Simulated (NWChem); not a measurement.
**fluoroethane (C2H5F) in NWChem**

```xyz
8

C     -1.1771     0.2668     0.0000
C      0.3188     0.4478     0.0000
F      0.9482    -0.7739     0.0000
H     -1.6835     1.2440     0.0000
H     -1.5017    -0.2907    -0.8912
H     -1.5017    -0.2907     0.8912
H      0.6514     1.0072     0.8922
H      0.6514     1.0072    -0.8922
```
Charge 0, spin multiplicity 1.

Program: NWChem. The geometry was optimised at PBE0/def2-SVP, a minimum by its harmonic frequencies.

Symmetry labels belong to the abelian group Cs used in the runs, with the axes of the coordinates shown.

B3LYP has NWChem's definition, with VWN1-RPA local correlation. The Pople sets run with spherical d functions.

Problem. List the lowest 6 singlet excitations that TD-B3LYP/6-31+G* (spherical d), VWN1-RPA local correlation gives, with oscillator strengths.

Solution. 
```json
[
 {"state": "1", "symmetry": "a\"", "energy (eV)": "8.44", "wavelength (nm)": "147", "f": "0.005"},
 {"state": "2", "symmetry": "a'", "energy (eV)": "8.76", "wavelength (nm)": "142", "f": "0.016"},
 {"state": "3", "symmetry": "a\"", "energy (eV)": "9.01", "wavelength (nm)": "138", "f": "0.029"},
 {"state": "4", "symmetry": "a\"", "energy (eV)": "9.18", "wavelength (nm)": "135", "f": "0.020"},
 {"state": "5", "symmetry": "a'", "energy (eV)": "9.26", "wavelength (nm)": "134", "f": "0.083"},
 {"state": "6", "symmetry": "a'", "energy (eV)": "9.35", "wavelength (nm)": "133", "f": "0.016"}
]
```
